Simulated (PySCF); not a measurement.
thionyl fluoride (F2OS), SMILES O=S(F)F. Geometry optimised at PBE-D3(BJ)/def2-TZVP.

These are PySCF 2.14.0 with PBE-D3(BJ)/def2-TZVP values and carry that method's errors.

Harmonic wavenumbers (cm⁻¹): 331, 361, 480, 684, 750, 1288. Rotational constants (GHz): 8.097, 8.027, 4.705; symmetry number 1.

Task: Work out the zero-point energy and the ideal-gas rigid-rotor harmonic-oscillator thermochemistry at 298.15 K and 1 atm.

Result: ZPE = ½ Σ hcν = ½ × 3894 cm⁻¹ = 5.57 kcal/mol. H − E(el) = 8.69 kcal/mol. Entropy in cal/(mol K): translation 39.27, rotation 24.47, vibration 3.69, total 67.42. G − E(el) = -11.42 kcal/mol. Cp = 14.16 cal/(mol K).
